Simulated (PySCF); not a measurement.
C2H5FO2Si, SMILES F[Si@H](OC=O)C.

Geometry optimised at PBE-D3(BJ)/def2-SVP. The structure was generated by enumeration; whether it is a known compound was not checked. Other conformers were not sampled.

Calculation: PBE-D3(BJ)/def2-SVP in PySCF 2.14.0.

Frequencies are harmonic and unscaled.

Computed harmonic wavenumbers and intensities:
| mode | ν (cm⁻¹) | IR (km/mol) | moving atoms (share of kinetic energy) |
|---|---|---|---|
| 1 | 79 | 2.5 | O 61 %, F 15 %, C 9 %, H 9 % |
| 2 | 119 | 7.4 | O 60 %, C 15 %, H 11 %, Si 9 % |
| 3 | 146 | 0.6 | H 91 % |
| 4 | 174 | 3.1 | C 39 %, H 32 %, O 14 %, Si 11 % |
| 5 | 229 | 1.3 | F 30 %, H 28 %, C 21 %, Si 12 %, O 9 % |
| 6 | 247 | 8.3 | F 45 %, O 19 %, Si 16 %, C 12 %, H 8 % |
| 7 | 324 | 27.7 | O 30 %, H 29 %, Si 22 %, C 11 % |
| 8 | 622 | 10.7 | C 33 %, H 28 %, O 22 %, Si 12 % |
| 9 | 684 | 15.6 | H 48 %, C 21 %, O 17 %, Si 14 % |
| 10 | 721 | 11.8 | H 76 %, C 16 % |
| 11 | 755 | 71.7 | H 34 %, O 27 %, C 19 %, Si 18 % |
| 12 | 769 | 94.8 | O 52 %, Si 17 %, H 16 %, C 15 % |
| 13 | 825 | 25.6 | H 56 %, F 28 %, Si 8 % |
| 14 | 856 | 189.3 | H 71 %, Si 14 %, C 10 % |
| 15 | 924 | 203.0 | Si 42 %, H 26 %, F 26 % |
| 16 | 1002 | 0.2 | H 57 %, C 38 % |
| 17 | 1201 | 325.8 | C 45 %, O 45 %, H 10 % |
| 18 | 1221 | 60.8 | H 74 %, C 24 % |
| 19 | 1340 | 2.4 | H 86 %, O 8 % |
| 20 | 1371 | 5.5 | H 96 % |
| 21 | 1383 | 6.1 | H 96 % |
| 22 | 1758 | 231.2 | C 59 %, O 38 % |
| 23 | 2230 | 102.5 | H 96 % |
| 24 | 2954 | 74.8 | H 92 %, C 8 % |
| 25 | 2984 | 0.4 | H 97 % |
| 26 | 3088 | 0.5 | H 91 %, C 9 % |
| 27 | 3097 | 0.2 | H 91 %, C 9 % |
